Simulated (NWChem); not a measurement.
# A calculation on diboron tetrachloride (B2Cl4)

```xyz
6

Cl    -1.0992    -1.0453     1.7415
B      0.0000     0.0000     0.8491
Cl     1.0992     1.0453     1.7415
B      0.0000     0.0000    -0.8491
Cl    -1.0992     1.0453    -1.7415
Cl     1.0992    -1.0453    -1.7415
```
Charge 0, spin multiplicity 1.

Program: NWChem. All single points use one geometry, from PBE/def2-SVP, a minimum by its harmonic frequencies. It is one conformer; others weren't searched.

B3LYP has NWChem's definition, with VWN1-RPA local correlation. No SCF solution was tested for a lower state.

Worked example. At B3LYP/def2-SVP the parent has a total energy of -1890.10174 Ha and the doublet with one electron less, at the same geometry, -1889.72380 Ha. The vertical ionisation energy is their difference.

ΔE = -1889.72380 − (-1890.10174) = 0.37794 Ha. Times 27.2114 eV/Ha this is 10.28 eV, or 992 kJ/mol; λ = 1239.84/10.28 = 120.6 nm. No relaxation of the ion's geometry and no zero-point term enter.
